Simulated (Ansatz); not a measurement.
C₃H₈Cl₂GaN, SMILES `CC(C)[NH][Ga]([Cl])[Cl]`. Charge 0, multiplicity 1. The geometry is a stationary point of PBE0-D4/def2-TZVP. It is one conformer, not always the lowest.

```xyz
15

C    -1.663    0.368   -0.291
C    -0.143    0.295   -0.304
C     0.480    1.660   -0.051
N     0.340   -0.685    0.655
Ga    1.274   -2.172    0.303
Cl    1.788   -2.656   -1.704
Cl    1.885   -3.478    1.865
H    -2.100   -0.608   -0.507
H    -2.022    0.691    0.691
H    -2.029    1.084   -1.032
H     0.174   -0.047   -1.295
H     1.569    1.603   -0.096
H     0.140    2.390   -0.789
H     0.201    2.031    0.940
H     0.106   -0.474    1.614
```

What is the dipole moment at B3LYP/def2-TZVPP? (Estimate.)

Computed: 2.83 D, with components (-1.48, 2.38, 0.40) D in this frame, pointing from negative to positive charge.

And with PBE, r2SCAN, ωB97M-V? (Estimate.)

Ansatz gave: PBE 2.88 D, r2SCAN 2.93 D, ωB97M-V 2.74 D.

Give the Mulliken charges with B3LYP, PBE, ωB97M-V in def2-TZVPP. (Best estimate.)

The calculation gave: 
```json
{"atom": "C1", "B3LYP": "-0.24", "PBE": "-0.24", "ωB97M-V": "-0.28"}
{"atom": "C2", "B3LYP": "0.11", "PBE": "0.11", "ωB97M-V": "0.00"}
{"atom": "C3", "B3LYP": "-0.24", "PBE": "-0.24", "ωB97M-V": "-0.28"}
{"atom": "N4", "B3LYP": "-0.23", "PBE": "-0.18", "ωB97M-V": "-0.24"}
{"atom": "Ga5", "B3LYP": "0.50", "PBE": "0.42", "ωB97M-V": "0.49"}
{"atom": "Cl6", "B3LYP": "-0.26", "PBE": "-0.24", "ωB97M-V": "-0.24"}
{"atom": "Cl7", "B3LYP": "-0.25", "PBE": "-0.24", "ωB97M-V": "-0.23"}
{"atom": "H8", "B3LYP": "0.09", "PBE": "0.09", "ωB97M-V": "0.11"}
{"atom": "H9", "B3LYP": "0.07", "PBE": "0.07", "ωB97M-V": "0.10"}
{"atom": "H10", "B3LYP": "0.07", "PBE": "0.07", "ωB97M-V": "0.10"}
{"atom": "H11", "B3LYP": "0.05", "PBE": "0.04", "ωB97M-V": "0.07"}
{"atom": "H12", "B3LYP": "0.09", "PBE": "0.09", "ωB97M-V": "0.11"}
{"atom": "H13", "B3LYP": "0.07", "PBE": "0.07", "ωB97M-V": "0.10"}
{"atom": "H14", "B3LYP": "0.07", "PBE": "0.07", "ωB97M-V": "0.10"}
{"atom": "H15", "B3LYP": "0.12", "PBE": "0.13", "ωB97M-V": "0.10"}
```

B3LYP here is the variant with VWN-RPA as its local correlation; programs differ in this.
